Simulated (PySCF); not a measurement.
Geometry:
```
atom   x (Å)   y (Å)   z (Å)
  B1   1.656  -0.282   0.532
  C2   0.188  -0.475   0.074
  C3  -1.029  -0.174   0.920
  C4  -1.617   0.574  -0.026
  C5  -0.508   0.381  -1.032
  H6   1.983  -0.539   1.670
  H7   2.513   0.028  -0.266
  H8   0.250  -1.556  -0.217
  H9  -1.300  -0.456   1.941
 H10  -2.553   1.137  -0.066
 H11  -0.781  -0.168  -1.949
 H12   0.040   1.292  -1.325
```

Geometry: PBE0-D3(BJ)/def2-SVP; GIAO absolute shieldings from PySCF 2.14.0 with density-fitted response routines, gas phase, non-relativistic, averaged over equivalent atoms.

At PBE0/def2-TZVP (197 basis functions, 22 s wall time on 1 thread of an Arm Neoverse V1, shared host):
```
atoms  σ (ppm)
   B1     22.1
   C3     40.3
   C4     45.3
   C2    127.8
   C5    147.9
H6/H7    23.87
   H9    24.82
  H10    25.21
  H11    28.45
  H12    28.52
   H8    28.74
```

Problem. What do these become at KT3/pcSseg-2?

Solution. 
```json
{"atoms": "B1", "σ at KT3/pcSseg-2": "23.0", "change": "+0.9"}
{"atoms": "C3", "σ at KT3/pcSseg-2": "42.7", "change": "+2.4"}
{"atoms": "C4", "σ at KT3/pcSseg-2": "47.1", "change": "+1.8"}
{"atoms": "C2", "σ at KT3/pcSseg-2": "120.1", "change": "-7.7"}
{"atoms": "C5", "σ at KT3/pcSseg-2": "139.7", "change": "-8.2"}
{"atoms": "H6/H7", "σ at KT3/pcSseg-2": "24.26", "change": "+0.39"}
{"atoms": "H9", "σ at KT3/pcSseg-2": "24.88", "change": "+0.06"}
{"atoms": "H10", "σ at KT3/pcSseg-2": "25.21", "change": "+0.00"}
{"atoms": "H11", "σ at KT3/pcSseg-2": "28.16", "change": "-0.29"}
{"atoms": "H12", "σ at KT3/pcSseg-2": "28.23", "change": "-0.29"}
{"atoms": "H8", "σ at KT3/pcSseg-2": "28.29", "change": "-0.45"}
```

The largest change is at C5 (allylic sp3 CH2). Cost: 278 basis functions, 44 s wall time on 1 thread of an Arm Neoverse V1, shared host. The order of the carbon signals is the same at both levels.

A carbon bonded to boron is broadened by the quadrupolar boron nucleus and is often missing from a measured spectrum.
